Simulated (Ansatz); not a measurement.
# Worked example: a bond strength in ZrCl4 (zirconium tetrachloride)

ZrCl4: 5 atoms, total charge 0, spin state singlet. SMILES: `Cl[Zr](Cl)(Cl)Cl`. Geometry: optimised at B3LYP/def2-SVP.

```csv
atom,x (Å),y (Å),z (Å)
Cl,-0.1110,-0.2331,2.3245
Zr,0.0000,0.0000,0.0000
Cl,1.5606,-1.5140,-0.8617
Cl,-2.1023,-0.4343,-0.9284
Cl,0.6527,2.1814,-0.5345
```

Wanted: the dissociation energy of the Cl5–Zr2 bond into doublet Cl and doublet ZrCl3 (shapes relaxed at B3LYP/def2-SVP, no zero-point term). 1 Eh = 2625.50 kJ/mol = 27.2114 eV. Totals in Eh; open shells run unrestricted unless said.

```tsv
level	program	ZrCl4	doublet Cl	doublet ZrCl3
SVWN5/def2-SVP (core potential)	Ansatz	-1881.573429	-458.486443	-1422.871866
B2PLYP/def2-SVP (core potential), 20 core orbitals frozen	Ansatz	-1886.901090	-459.846821	-1426.874136
RPA@PBE/def2-SVP (core potential), 20 core orbitals frozen	Ansatz	-1885.426597	-459.516590	-1425.748074
```

Q: Work out the dissociation energy at each level.

A: 
1. SVWN5/def2-SVP (core potential): (-458.486443) + (-1422.871866) − (-1881.573429) = 0.215120 Eh = 564.8 kJ/mol = 5.85 eV.
2. B2PLYP/def2-SVP (core potential): (-459.846821) + (-1426.874136) − (-1886.901090) = 0.180133 Eh = 472.9 kJ/mol = 4.90 eV.
3. RPA@PBE/def2-SVP (core potential): (-459.516590) + (-1425.748074) − (-1885.426597) = 0.161933 Eh = 425.2 kJ/mol = 4.41 eV.

The levels span 425 to 565 kJ/mol; no measured value is set beside them. A bond enthalpy at 298 K also holds the loss of zero-point energy and thermal terms.
